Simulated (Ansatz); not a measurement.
The pair A = HI (SMILES I) (first 2 atoms), B = Si2H6 (SMILES [SiH3][SiH3]); geometry from B3LYP-D3(BJ)/def2-TZVP.
(charge 0, multiplicity 1):
```xyz
10

I     -0.612    -0.355    -0.570
H      0.324    -0.252     0.743
Si    -0.404     0.023     3.740
Si     0.090     0.207     6.024
H     -1.224    -1.182     3.471
H      0.854    -0.090     2.957
H     -1.137     1.219     3.260
H     -1.163     0.325     6.809
H      0.925     1.407     6.272
H      0.830    -0.993     6.484
```

Correlated levels freeze the cores. Filled d and f shells under p-block atoms count as core. MP2 and its Hartree–Fock in def2-QZVPPD, def2-TZVPPD are density fitted.

Programs: Ansatz (Gaussian basis) for Hartree–Fock, density functionals and correlated methods. Each number belongs to the level named beside it. In def2 rows elements past Kr take small-core potentials, without spin–orbit coupling.

The counterpoise-corrected interaction energy is E(AB) − E(A in the pair's basis) − E(B in the pair's basis). Total energies (hartree):

| level | AB | A in the pair's basis | B in the pair's basis |
|---|---|---|---|
| HF/def2-TZVPPD | -878.6067669 | -297.2427757 | -581.3659109 |
| MP2/def2-TZVPPD | -879.0272142 | -297.3937851 | -581.6320837 |
| HF/def2-QZVPPD | -878.6258412 | -297.2439590 | -581.3837872 |
| MP2/def2-QZVPPD | -879.0829889 | -297.4136289 | -581.6677210 |
| MP2/def2-SVPD | -878.7362586 | -297.3480511 | -581.3872551 |
| CCSD(T)/def2-SVPD | -878.8140091 | -297.3668556 | -581.4464191 |

Problem. Work out the counterpoise-corrected interaction energy at the basis-set limit: extrapolate the MP2 correlation part as X⁻³, take Hartree–Fock from the larger set, and add the CCSD(T) − MP2 difference of def2-SVPD.

Solution. 
1. Differences (1 hartree = 627.509 kcal/mol): HF/def2-TZVPPD 1.205; MP2/def2-TZVPPD -0.844; HF/def2-QZVPPD 1.195; MP2/def2-QZVPPD -1.029; MP2/def2-SVPD -0.598; CCSD(T)/def2-SVPD -0.461.
2. Correlation parts, MP2 less HF: -2.049 in def2-TZVPPD (X = 3), -2.224 in def2-QZVPPD (X = 4).
3. Limit (4³·(-2.224) − 3³·(-2.049))/(4³ − 3³) = -2.352; with HF/def2-QZVPPD it gives -1.156.
4. CCSD(T) less MP2 in def2-SVPD: 0.137.
Result: -1.02 kcal/mol, against -0.84 at MP2/def2-TZVPPD. It is an estimate of this method's limit, not of the exact value.

Ansatz is a program for electronic structure.
